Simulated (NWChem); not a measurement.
Molecule: SiH2OClF; SMILES O[SiH](F)Cl

```xyz
6

Si    -0.0035     0.4580     0.3725
O     -1.2888     1.2525    -0.2530
F      1.3736     1.0307    -0.2430
Cl    -0.0539    -1.5332    -0.1190
H     -0.0067     0.6517     1.8296
H     -1.4996     1.1414    -1.1853
```
Atoms are numbered in this order, from 1.

Computed with NWChem. All runs use the structure optimised with PBE0/def2-SVP. B3LYP is NWChem's, with the RPA form of VWN correlation. Atomic charges in e: unrestrained fits to the electrostatic potential beside Mulliken populations; buried atoms are poorly determined by the fit.

Predict the results for B3LYP/def2-SVP. Quantities: ESP Si1; Mulliken Si1; ESP O2; Mulliken O2; ESP F3; Mulliken F3; ESP Cl4; Mulliken Cl4; relative RMS misfit of the potential (%).

ESP Si1: 0.84
Mulliken Si1: 0.85
ESP O2: -0.63
Mulliken O2: -0.37
ESP F3: -0.30
Mulliken F3: -0.33
ESP Cl4: -0.23
Mulliken Cl4: -0.25
relative RMS misfit of the potential (%): 25
